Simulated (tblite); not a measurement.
Start geometry of `C=CCC[SiH2][SiH2]S` from a force field or distance geometry (Å):
```
atom  x, y, z in Å
C1    -3.273    1.676   -0.656
C2    -2.247    1.526    0.165
C3    -1.599    0.192    0.490
C4    -0.149    0.170    0.017
Si5    0.744   -1.451    0.373
Si6    2.899   -1.301   -0.430
S7     3.969    0.316    0.502
H8    -3.694    2.668   -0.833
H9    -3.732    0.835   -1.167
H10   -1.829    2.395    0.674
H11   -2.175   -0.622    0.013
H12   -1.673    0.028    1.572
H13    0.399    0.976    0.524
H14   -0.101    0.359   -1.056
H15    0.020   -2.554   -0.308
H16    0.729   -1.725    1.840
H17    2.912   -1.047   -1.889
H18    3.660   -2.558   -0.165
H19    5.129    0.125   -0.130
```

Problem. What comes out of this run: GFN2-xTB geometry optimisation, gas phase (tblite)?

Solution. 
```
atom  x, y, z in Å
C1    -3.2723    1.6770   -0.6477
C2    -2.2616    1.5136    0.1847
C3    -1.6170    0.2003    0.4932
C4    -0.1579    0.1959    0.0277
Si5    0.7434   -1.4441    0.3817
Si6    2.8895   -1.3706   -0.4694
S7     3.9154    0.2705    0.5022
H8    -3.6924    2.6467   -0.8550
H9    -3.7284    0.8412   -1.1537
H10   -1.8160    2.3693    0.6767
H11   -2.1642   -0.6079    0.0037
H12   -1.6500    0.0253    1.5722
H13    0.3726    1.0163    0.5175
H14   -0.1344    0.4112   -1.0437
H15    0.0149   -2.5452   -0.2637
H16    0.7037   -1.6957    1.8284
H17    3.0274   -1.0827   -1.8993
H18    3.7396   -2.5333   -0.2112
H19    5.0779    0.1214   -0.1099
```

The energy falls by 8.9 kJ/mol over 35 L-BFGS steps, the largest force on an atom goes from 0.78 to 0.009 eV/Å, and the atoms move by 0.053 Å rms after alignment. The bond that changes most is Si6–H18 (SiH2 silicon to Si–H hydrogen), which shortens by 0.029 Å. Bonds longer at the end by more than 0.005 Å: 4 of 18; shorter: 11. Among the angles that change most is Si5–Si6–H17, from 111.2° to 117.0°. Rotational constants go from 2813, 494.5, 447.6 to 2844, 495.4, 450.2 MHz. The orientation of the end geometry is arbitrary; only internal coordinates are fixed.

Hardware: Arm Neoverse N1, one thread (shared host). Cost: 0.53 s.

Its lowest GFN2-xTB frequency is 5 cm⁻¹, too small to tell a flat minimum from a shallow saddle. The numbers are those of one conformer. 3 starts were optimised and ended at 0.00, 0.67 and 0.99 kcal/mol (GFN2-xTB); the lowest of these is shown.

All values are computed, not measured.
